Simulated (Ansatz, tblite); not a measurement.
Cost and result up the ladder for Si(CF3)H3 (CH3F3Si) (8 atoms). Total charge 0; singlet. Geometry: r2SCAN-D4/def2-SVP.

```xyz
8

Si    0.432   -0.526    0.710
C    -0.416    0.506   -0.683
F     0.415    1.444   -1.187
F    -1.514    1.149   -0.231
F    -0.808   -0.273   -1.714
H    -0.560   -1.518    1.203
H     0.833    0.417    1.788
H     1.617   -1.199    0.114
```

Ansatz on 4 threads of Arm Neoverse V2 on a shared host; xTB runs through tblite on one thread. Times are rough, summed over both states, and most runs start from the orbitals of an earlier one. PBE0-D4/def2-TZVP serves as the yardstick here, not as an exact answer. The other state is a doublet.

The xTB rows come from tblite. HOMO above LUMO, or a gap near zero within one spin, warns that the state may not be the lowest or that an electron is smeared out.

Raw xTB energies of ions are shifted by several eV.

| level | functions | wall time | vertical IE (eV) | difference from PBE0-D4/def2-TZVP (eV) | remarks |
| --- | --- | --- | --- | --- | --- |
| GFN2-xTB | 28 | 0.006 s | 15.50 | 3.47 | – |
| GFN1-xTB | 31 | 0.008 s | 16.15 | 4.12 | – |
| PBE-D4/def2-TZVP | 179 | 3.6 s | 11.56 | -0.47 | gap within one spin near zero (+1 doublet) |
| PBE0-D4/def2-TZVP (with forces) | 179 | 4.7 s | 12.03 | 0.00 | – |
| r2SCAN-D4/def2-TZVP | 179 | 7.9 s | 11.78 | -0.26 | – |
